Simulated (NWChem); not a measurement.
C$_{3}$H$_{4}$FNSi; SMILES FC1=C[SiH2]N=C1

```xyz
10

F      0.1288    -2.3464     0.0000
C      0.1109    -1.0218     0.0000
C      1.1783    -0.2085     0.0000
Si     0.4001     1.4917     0.0000
N     -1.2914     0.9131     0.0000
C     -1.2297    -0.3600     0.0000
H      2.2047    -0.5764     0.0000
H      0.6803     2.2988    -1.2201
H      0.6803     2.2988     1.2201
H     -2.1292    -1.0010     0.0000
```
Atoms are numbered in this order, from 1.

Geometry: optimised at PBE0/def2-SVP.

Question: Give the principal values of the shielding tensors (ppm) of F1, C2, C3, Si4, N5 from LDA (Slater exchange, VWN5)/pcSseg-1, GIAO (NWChem), with their diamagnetic and paramagnetic parts as GIAO splits them.

Answer: 
```tsv
atom	σ11	σ22	σ33	isotropic	diamagnetic	paramagnetic
F1	96.9	255.8	390.6	247.8	475.7	-228.0
C2	-98.8	38.6	64.0	1.3	250.9	-249.7
C3	-10.2	36.6	171.4	65.9	259.3	-193.4
Si4	230.5	344.5	400.1	325.0	881.9	-556.9
N5	-501.4	-179.4	276.8	-134.6	325.8	-460.4
```
